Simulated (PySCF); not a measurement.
Al(F)(Me)(NCO) (C2H3AlFNO), SMILES [Al]([F])([CH3])[N]=C=O. Atoms are numbered in the order given.

```xyz
9

Al    -0.7539     0.4172    -0.2572
F     -2.1931    -0.3335     0.1072
C     -0.7269     2.1135    -1.1708
H      0.2829     2.3919    -1.5106
H     -1.0867     2.9184    -0.5069
H     -1.3971     2.1113    -2.0463
N      0.7094    -0.4410     0.2605
C      1.6808    -1.0523     0.6290
O      2.6313    -1.6406     0.9837
```

Geometry optimised at r2SCAN-D4/def2-SVP. The structure was generated by enumeration; whether it is a known compound was not checked. Other conformers were not sampled.

Calculation: PBE/def2-TZVP in PySCF.

ESP charges are fitted to the potential on shells at 1.4 to 2.0 van der Waals radii. Atomic charges (e):

```
atom  ESP fit  Mulliken    IAO  Löwdin
----  -------  --------  -----  ------
Al1      1.25      0.56   1.29    0.08
F2      -0.46     -0.31  -0.55    0.00
C3      -1.02     -0.55  -0.84   -0.47
H4       0.23      0.15   0.17    0.15
H5       0.23      0.15   0.17    0.15
H6       0.23      0.15   0.17    0.15
N7      -0.75     -0.19  -0.59    0.09
C8       0.64      0.22   0.49   -0.36
O9      -0.36     -0.18  -0.34    0.20
```
